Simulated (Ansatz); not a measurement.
Results of the Gaussian-basis code of Ansatz.

Basis-set series for BrF3Sn, SMILES `[F][Sn]([F])([F])[Br]`. Total charge 0; spin multiplicity 1. Sn: def2 effective core potential. The structure was optimised at the PBE0-D4/def2-TZVP level.

```json
{"functional": "PBE0-D4", "basis": "def2-SVP", "functions": "100", "energy (Eh)": "-3086.96974", "HOMO (eV)": "-9.85", "LUMO (eV)": "-3.32"}
{"functional": "PBE0-D4", "basis": "def2-QZVPP", "functions": "342", "energy (Eh)": "-3087.76319", "HOMO (eV)": "-9.94", "LUMO (eV)": "-3.45"}
{"functional": "ωB97M-V", "basis": "def2-SVP", "functions": "100", "energy (Eh)": "-3087.28182", "HOMO (eV)": "-12.07", "LUMO (eV)": "-1.14"}
{"functional": "ωB97M-V", "basis": "def2-QZVPP", "functions": "342", "energy (Eh)": "-3088.07788", "HOMO (eV)": "-12.20", "LUMO (eV)": "-1.40"}
```

Problem. Give the rows for def2-TZVPP. (Best estimate.)

Solution. The calculation gave: 
| functional | basis | functions | energy (Eh) | HOMO (eV) | LUMO (eV) |
| --- | --- | --- | --- | --- | --- |
| PBE0-D4 | def2-TZVPP | 191 | -3087.68909 | -9.94 | -3.44 |
| ωB97M-V | def2-TZVPP | 191 | -3088.00696 | -12.20 | -1.34 |

Scalar relativity is left out up to krypton.
